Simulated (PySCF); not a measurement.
## Ionising InSb

r²SCAN; basis In def2-TZVPPD with ECP28, Sb def2-TZVPPD with ECP28; scalar-relativistic core potentials; PySCF 2.14. Neutral (UKS): triplet (π ↑↑), Re = 2.940 Å, ωe = 144 cm⁻¹, De = 1.74 eV, HOMO -4.42 eV, LUMO -3.51 eV.

InSb⁺ (UKS): quartet (σ ↑, π ↑↑), Re = 3.086 Å, ωe = 88.0 cm⁻¹, De = 0.68 eV to In⁺ + Sb. The energies at the minima are -430.55540 hartree for InSb and -430.30663 for InSb⁺.

Question: Work out the adiabatic ionisation energy, without and with harmonic zero-point energies (1 hartree = 27.2114 eV, 1 eV = 8065.5 cm⁻¹), and the change of the bond length.

Answer: At r²SCAN: 0.24877 hartree = 6.769 eV between the minima; the zero-point term (88.0 − 144.0)/2 cm⁻¹ = -0.003 eV makes it 6.766 eV. Re changes by +14.6 pm against the neutral. The electron leaves a σ orbital, and the longer bond of the ion fits a bonding orbital, or a change in how ionic the bond is.

These are scalar-relativistic numbers at best; spin–orbit coupling would shift them, the dissociation energy most. For an ion De counts to the pair picked by the measured ionisation energies or electron affinities, which need not be the lowest pair at this level. States were picked by a PBE0 search and need not be the measured ground states.
